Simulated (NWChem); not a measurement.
All runs are NWChem calculations. System: HF2GaS, charge 0, spin multiplicity 1, at a geometry optimised with PBE/def2-SVP. The structure started from a generated list of species. Level: MP2/def2-TZVP, 16 core orbitals frozen.

Input file:

```
start mol
memory heap 200 mb stack 800 mb global 1000 mb
geometry units angstroms nocenter noautoz
  Ga    -0.200436    -0.236451     0.000000
  F      0.190322    -1.948690     0.000000
  F     -1.916185     0.155348     0.000000
  S      1.335604     1.323459     0.000000
  H      0.376626     2.294709     0.000000
  symmetry group Cs
end
basis spherical
  * library def2-tzvp
end
scf
  rhf
  nopen 0
  maxiter 100
  thresh 1e-7
  semidirect memsize 60000000 filesize 0
end
mp2
  freeze core 16
end
task mp2 energy
```

NWChem printed:

```
             Northwest Computational Chemistry Package (NWChem) 7.3.0
             --------------------------------------------------------

                                NWChem Input Module
                                -------------------

 Scaling coordinates for geometry "geometry" by  1.889725989
 (inverse scale =  0.529177249)

 Turning off AUTOSYM since
 SYMMETRY directive was detected!

                             Geometry "geometry" -> ""
                             -------------------------

 Output coordinates in angstroms (scale by  1.889725989 to convert to a.u.)

  No.       Tag          Charge          X              Y              Z
 ---- ---------------- ---------- -------------- -------------- --------------
    1 Ga                  31.0000    -0.20043600    -0.23645100     0.00000000
    2 F                    9.0000     0.19032200    -1.94869000     0.00000000
    3 F                    9.0000    -1.91618500     0.15534800     0.00000000
    4 S                   16.0000     1.33560400     1.32345900     0.00000000
    5 H                    1.0000     0.37662600     2.29470900     0.00000000

 Effective nuclear repulsion energy (a.u.)     361.4412993592

            Nuclear Dipole moment (a.u.)
            ----------------------------
        X                 Y               Z
 ---------------- ---------------- ----------------
     0.0000132281    -0.0000113384     0.0000000000

      Symmetry information
      --------------------

 Group name             Cs
 Group number              2
 Group order               2
 No. of unique centers     5

      Symmetry unique atoms

     1    2    3    4    5


 Summary of "ao basis" -> "" (spherical)
 ------------------------------------------------------------------------------
       Tag                 Description            Shells   Functions and Types
 ---------------- ------------------------------  ------  ---------------------
 *                         def2-tzvp                  on all atoms

 Summary of "ao basis" -> "ao basis" (spherical)
 ------------------------------------------------------------------------------
[...]
     1   1 0 0      0.367857      0.000000      0.000013
     1   0 1 0      0.816524      0.000000     -0.000011
     1   0 0 1     -0.000000      0.000000      0.000000

     2   2 0 0    -34.213276      0.000000    226.050353
     2   1 1 0      0.095721      0.000000     87.842206
     2   1 0 1      0.000000      0.000000      0.000000
     2   0 2 0    -31.209270      0.000000    247.893649
     2   0 1 1      0.000000      0.000000      0.000000
     2   0 0 2    -27.062333      0.000000      0.000000

                   NWChem MP2 Semi-direct Energy/Gradient Module
                   ---------------------------------------------

  Basis functions       =    153
  Molecular orbitals    =    153
  Frozen core           =     16
  Frozen virtuals       =      0
  Active alpha occupied =     17
  Active beta occupied  =     17
  Active alpha virtual  =    120
  Active beta virtual   =    120
  Use MO symmetry       = T
  Use skeleton AO sym   = T

  AO/Fock/Back tols     =   1.0D-09  1.0D-09  1.0D-09

 GA uses MA = F    GA memory limited = T

 Available:
  local mem=  1.15D+08
 global mem=  1.31D+08
 local disk=  0.00D+00
  mp2_memr nvloc                   120
  nvloc new                   120
   1 passes of  17:        5242880                     149713                  74726910.
   1 passes of  17: M    114667192           G      131025182           F     109424312.

 Semi-direct pass number   1 of   1  for RHF alpha+beta  at       16.0s
  vrange nnbf                 10768
  mp2_eaftype                   285  avail_ma_in_mb                   999
 EAF : mp2_eaftype filesize         285   37363455.
  mp2_eaf for mointskh                    285
Node 0 wrote    175.7 Mb in      0.1 s     Agg I/O rate:  1851.2 Mb/s
 Done moints_semi at       36.0s
  mp2_eaftype                   285  avail_ma_in_mb                   714
 EAF : mp2_eaftype filesize         285   37363455.
  mp2_eaf for kh                   285
 Done maket at       37.2s
 Done multipass loop at       37.2s

          -------------------------------------------
          SCF energy               -2520.473097257478
          Correlation energy          -0.890274605543
          Singlet pairs               -0.523865398508
          Triplet pairs               -0.366409207035
          Total MP2 energy         -2521.363371863020
          -------------------------------------------

          ---------------------------------------------------
                    Spin Component Scaled (SCS) MP2
          Same spin pairs                     -0.244272804690
          Same spin scaling factor             0.333333333333
          Opposite spin pairs                 -0.646001800853
          Opposite spin scaling fact.          1.200000000000
          SCS-MP2 correlation energy          -0.856626429253
          Total SCS-MP2 energy             -2521.329723686731
          ---------------------------------------------------

 -----------------------
 Performance information
 -----------------------

 Timer overhead =  2.05D-07 seconds/call

               Nr. of calls         CPU time (s)                 Wall time (s)                GFlops
             ---------------    -------------------     ------------------------------   -------------------
Name         Min   Avg   Max    Min     Avg     Max     Min     Avg     Max   Mx/calls   Min     Max     Sum
mp2: moin     1     1     1    20.     20.     20.      20.     20.     20.     20.      0.0     0.0     0.0
mp2: make     1     1     1    1.2     1.2     1.2      1.2     1.2     1.2     1.2      0.0     0.0     0.0
mp2: tota     1     1     1    21.     21.     21.      21.     21.     21.     21.      0.0     0.0     0.0

 The average no. of pstat calls per process was 3.00D+00
 with a timing overhead of 6.16D-07s

 Task  times  cpu:       37.2s     wall:       37.2s

 Total times  cpu:       37.2s     wall:       37.2s
```
